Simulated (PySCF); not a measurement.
## A small calculation by hand: oscillator strength and radiative lifetime

C5H4O2, SMILES O1CC(=O)C1=C=C.

Geometry optimised at PBE0-D3(BJ)/def2-SVP. This is a generated structure with no PubChem entry under its InChIKey; it may be hypothetical.

TDDFT-PBE/def2-SVPD run with PySCF puts the first singlet state with f over 0.02 at 3.85 eV (vertical), with the transition dipole (-0.137, 0.737, 0.000) in atomic units.

**Question.** Find the oscillator strength, the wavelength and the radiative lifetime that this transition would have in vacuum if emission retraced absorption.

**Answer.** 
|μ|² = 0.5619 au, so |μ| = 1.91 D. ΔE = 3.85/27.211 = 0.1415 hartree. f = (2/3) ΔE |μ|² = 0.053 (the program prints 0.053).
λ = 1239.84/3.85 = 322 nm; ν = 31052 cm⁻¹.
Einstein's coefficient A = 0.6670 ν² f s⁻¹ (ν in cm⁻¹) = 3.4e7 s⁻¹, so τ = 1/A = 29 ns. This state is S2; the lower singlet has f = 0.000. The figure is the radiative limit of this one transition; relaxation, internal conversion, crossing to triplets and a medium change what is measured.
